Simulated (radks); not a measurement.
Spin polarisation of the 4d8 shell in the rhodium ion Rh+. Start: [Kr] 4d(up 4, down 4); electrons of 4d are moved from spin down to spin up, other shells keep equal spins. All-electron calculation, scalar-relativistic Kohn-Sham, LDA (Slater exchange, Perdew-Wang correlation), spin-polarised, spherical densities, point nucleus. Program: a radial shooting solver on a logarithmic mesh with Libxc functionals.

moment (Bohr magnetons)  E - E(0) (eV)  e(4d up) (eV)  e(4d down) (eV)  4p down minus up (eV)
0                                0.000        -13.849          -13.849                  0.000
0.5                             -0.037        -13.993          -13.697                  0.317
1                               -0.148        -14.129          -13.538                  0.634
1.5                             -0.333        -14.258          -13.370                  0.951
2                               -0.592        -14.380          -13.194                  1.269

At moment 2 the spin-polarisation energy is -0.592 eV and the 4d exchange splitting 1.186 eV, that is 0.593 eV per Bohr magneton; E = -I m^2/4 would give I = 0.592 eV.
